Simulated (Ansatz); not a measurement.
CH₆GeOTe (`OC[Te][GeH3]`). The species carries charge 0 and has multiplicity 1. Te takes the def2 core potential. Geometry: relaxed with PBE0-D4/def2-TZVP. It is one conformer, not always the lowest.

```xyz
10

O    -0.542   -1.905    1.211
C    -0.643   -1.481   -0.106
Te   -1.593    0.471   -0.378
Ge    0.610    1.750   -0.307
H    -0.015   -1.273    1.708
H     0.319   -1.425   -0.624
H    -1.291   -2.180   -0.630
H     1.321    1.539    1.044
H     1.543    1.264   -1.430
H     0.292    3.239   -0.488
```

Task: What is the dipole moment at r2SCAN/def2-TZVPP? (An estimate is asked.)

Result: The calculation gave: 1.42 D, with components (1.39, 0.23, -0.15) D in this frame, pointing from negative to positive charge.

Task: And with PBE, B3LYP, ωB97M-V? (Best estimate.)

Result: The calculation gave: PBE 1.31 D, B3LYP 1.37 D, ωB97M-V 1.48 D.

Task: Give the Mulliken charges with r2SCAN, ωB97M-V, PBE in def2-TZVPP. (An estimate is asked.)

Result: The calculation gave: 
```tsv
atom	r2SCAN	ωB97M-V	PBE
O1	-0.32	-0.29	-0.27
C2	-0.04	-0.22	-0.17
Te3	-0.14	-0.06	-0.10
Ge4	0.11	-0.01	0.07
H5	0.21	0.19	0.20
H6	0.10	0.16	0.13
H7	0.10	0.16	0.14
H8	-0.02	0.01	-0.01
H9	-0.01	0.02	0.00
H10	0.00	0.03	0.01
```

B3LYP here is the variant with VWN-RPA as its local correlation; programs differ in this.

Program: Ansatz 0.2.0.
